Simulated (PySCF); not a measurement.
## Stretching SrCa⁺

Set-up: Sr def2-SVP with ECP28, Ca def2-SVP; scalar-relativistic core potentials (PySCF 2.14). Energies in eV from Sr⁺ + Ca in their ground configurations at the same level. State: ²Σ⁺ (doublet), unpaired electrons σ ↑.

```
R (Å)  M06-2X     BLYP
3.493  -0.930  -0.7035
3.655  -1.063  -0.8400
3.817  -1.135  -0.9163
3.939  -1.161  -0.9446
4.061  -1.169  -0.9547
4.183  -1.162  -0.9513
4.345  -1.137  -0.9321
4.548  -1.088  -0.8937
4.792  -1.018  -0.8385
5.117  -0.918  -0.7646
```

Question: Put a parabola through the three lowest points of the M06-2X curve and estimate Re, k and ωe (reduced mass 27.47 u; 1 eV/Å² = 0.16022 mdyn/Å; ωe = 1302.8·√(k/μ) cm⁻¹).

Answer: Through R = 3.939, 4.061, 4.183 Å the second-order coefficient is 0.504 eV/Å², so Re ≈ 4.065 Å, k ≈ 0.161 mdyn/Å and ωe ≈ 100 cm⁻¹. A polynomial fit of higher order to the unrounded M06-2X energies gives Re = 4.059 Å, k = 0.152 mdyn/Å, ωe = 97.0 cm⁻¹; anharmonicity and rounding make the difference.

The higher-order fit for each curve: M06-2X: Re = 4.059 Å, ωe = 97.0 cm⁻¹, De = 1.17 eV; BLYP: Re = 4.086 Å, ωe = 91.7 cm⁻¹, De = 0.95 eV.

Spin–orbit coupling is left out. For an ion De counts to the pair picked by the measured ionisation energies or electron affinities, which need not be the lowest pair at this level. The state was picked by a PBE0 search and need not be the measured ground state.
